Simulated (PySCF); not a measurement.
A PySCF script (with the pyscf-properties extension) for the NMR shieldings of SMILES C#C[C@@H]1CS(=O)(=O)C[C@@H]1C, C₇H₁₀O₂S, on a GFN2-xTB geometry:

```python
import basis_set_exchange as bse
import numpy as np
from pyscf import gto, dft
from pyscf.prop import nmr

atoms = """
C     2.080233   -2.477348    0.501557
C     1.549998   -1.487899    0.087155
C     0.897286   -0.295952   -0.419946
C     1.094029    0.905435    0.491587
S    -0.256003    2.027664   -0.027389
O    -1.051055    2.399427    1.110967
O     0.273776    3.090566   -0.836343
C    -1.161512    0.834025   -1.080005
C    -0.627924   -0.500028   -0.598305
C    -1.309060   -0.898041    0.709477
H     2.552430   -3.343004    0.859766
H     1.325397   -0.066279   -1.404111
H     2.039530    1.414336    0.339604
H     0.953427    0.665093    1.540848
H    -0.902009    1.059022   -2.110236
H    -2.225233    0.961537   -0.912803
H    -0.788307   -1.285030   -1.345167
H    -1.355123   -0.050944    1.388912
H    -0.768887   -1.712009    1.187768
H    -2.326142   -1.229893    0.513629
"""
names = dict.fromkeys(["C", "S", "O", "H"], "pcSseg-1")
basis = {el: gto.basis.parse(bse.get_basis(n, elements=[el], fmt="nwchem")) for el, n in names.items()}
mol = gto.M(atom=atoms, basis=basis, charge=0, verbose=0)
mf = dft.RKS(mol, xc="PBE0")
mf.grids.level = 2
mf.grids.alignment = dft.numint.BLKSIZE   # the property module wants whole blocks of grid points
mf.conv_tol = 1e-9
mf.kernel()

calc = nmr.RKS(mf)   # GIAO
C = mf.mo_coeff
Co = C[:, mf.mo_occ > 0]
resp = mf.gen_response(singlet=True, hermi=2)
def vind(x):   # induced exchange potential for any number of trial vectors
    d = np.einsum("pi,xij,qj->xpq", C, 2 * x.reshape(-1, C.shape[1], Co.shape[1]), Co, optimize=True)
    return np.einsum("xpq,pi,qj->xij", resp(d - d.transpose(0, 2, 1)), C, Co, optimize=True).ravel()
mo1, _ = nmr.rhf.solve_mo1(calc, with_cphf=vind)
sigma = calc.kernel(mo1)
for i, s in enumerate(sigma):   # ppm
    print("%2d %-2s %9.2f" % (i, mol.atom_pure_symbol(i), np.trace(s) / 3))
```

**Question.** Give the expected output.

**Answer.** 
```
 0 C     106.87
 1 C      99.60
 2 C     152.55
 3 C     127.11
 4 S     159.39
 5 O      85.61
 6 O      90.98
 7 C     121.75
 8 C     148.43
 9 C     171.19
10 H      29.96
11 H      28.61
12 H      28.59
13 H      28.78
14 H      28.89
15 H      28.91
16 H      29.25
17 H      29.94
18 H      30.03
19 H      30.67
```

These numbers come from an equivalent density-fitted implementation of the same equations, which agrees with the script to about 0.01 ppm for H and up to a few tenths of a ppm for heavy atoms, so last digits may differ.

**Question.** Turn these shieldings into chemical shifts. Referencing at the same level of theory: 13C (σref 186.93) and 1H (σref 31.72) vs TMS; 33S (σref 503.73) against CS2; H2O for 17O (σref 336.08).

**Answer.** Averaging equivalent atoms: C 1: 87.3; C 0: 80.1; C 7: 65.2; C 3: 59.8; C 8: 38.5; C 2: 34.4; C 9: 15.7; S 4: 344; O 5: 250.5; O 6: 245.1; H 12: 3.12; H 11: 3.11; H 13: 2.94; H 14: 2.83; H 15: 2.81; H 16: 2.47; H 10: 1.76; H 17/18/19: 1.51 ppm. Unscaled 17O shifts of doubly bonded oxygen tend to come out too high, by tens of ppm or more. Experimental scales use liquid or dissolved standards, which lie at an offset from isolated H2O (liquid H2O: subtract about 36 ppm).

Size and cost of the density-fitted run: 227 basis functions, 86 s wall time on 1 thread of an x86-64 server CPU, shared host.
